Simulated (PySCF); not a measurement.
Diatomics of Ca with the fourth-period p block

PBE0 with double-zeta basis sets in PySCF, for the lowest determinant that a PBE0 search found; no spin–orbit coupling. De refers to high-spin ground-configuration atoms. A positive dipole means M(−)Ca(+).

```
 M       basis  state (unpaired electrons)  Re (Å)  ωe (cm⁻¹)  De (eV)  μ (D)
Ga  x2c-SVPall               doublet (π ↑)   3.107        146     0.61   2.42
Se  x2c-SVPall      singlet (closed shell)   2.426        375     3.12   9.89
Br    def2-SVP               doublet (σ ↑)   2.589        291     3.88   4.45
```

The shortest bond is that of CaSe (2.426 Å), the longest that of CaGa (3.107 Å). CaBr is bound most strongly (3.88 eV) and CaGa least (0.61 eV).

The rows differ in basis set, which adds steps of its own.

The state changes along the series, so neighbouring rows are not always alike in their bonding.

⟨S²⟩ is raised (CaGa 0.94), so spin contamination touches these numbers. Spin–orbit coupling is left out. States were picked by a PBE0 search and need not be the measured ground states.
